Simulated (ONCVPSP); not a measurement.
PBE ONCV dataset for S (Z = 16), scalar-relativistic all-electron reference.

```json
{
 "Element": "S (Z = 16)",
 "Generator": "ONCVPSP 4.0.1",
 "Type": "optimised norm-conserving Vanderbilt (ONCV)",
 "Functional": "PBE",
 "Relativity": "scalar-relativistic",
 "Frozen core": "[He]",
 "Valence charge": "14",
 "Reference configuration": "2s2 2p6 3s2 3p3.5 (charge +0.5)",
 "Partial waves": "2s+3s: rc 0.95 bohr, ncon 3, nbas 6, qcut 10.5 1/bohr, 2 projectors; 2p+3p: rc 0.75 bohr, ncon 4, nbas 8, qcut 14.9 1/bohr, 2 projectors; d scattering state at 0.04 Ha: rc 0.85 bohr, ncon 4, nbas 9, qcut 12.6 1/bohr, 2 projectors, debl 2.9 Ha",
 "Local potential": "polynomial inside 0.70 bohr (lpopt 4, dvloc0 6 Ha)",
 "Core correction": "polynomial model core, fcfact 0.6"
}
```

All-electron outer shells of the reference configuration (PBE, scalar-relativistic, ld1.x):

```csv
shell,level (eV),outermost node (bohr),outermost maximum (bohr)
1s,-2411.59,–,0.06
2s,-217.27,0.13,0.39
2p,-162.08,–,0.33
3s,-22.24,0.60,1.40
3p,-11.70,0.58,1.57
```

Task: Estimate the cutoffs (Ha) at which the residual kinetic energy of the hardest occupied pseudo-wave falls to 1 and 0.1 mHa per electron.

Result: 141 Ha and 355 Ha.

Task: Does the potential have ghost states?

Result: No bound ghost flagged; no localised positive-energy state flagged.

Task: Which valence shell sets the plane-wave cutoff?

Result: 2p: 141 Ha for 1 mHa per electron, against 106 Ha for 3p.

Task: Tests: 2s2 2p6 3s2 3p4; 2s2 2p6 3s2 3p3; 2s2 2p6 3s2 3p2; 2s2 2p5 3s2 3p4. Which has the largest error in its energy relative to the reference configuration, and how large is it?

Result: 2s2 2p5 3s2 3p4, with +729 meV (all-electron minus pseudo) on +169.02 eV.
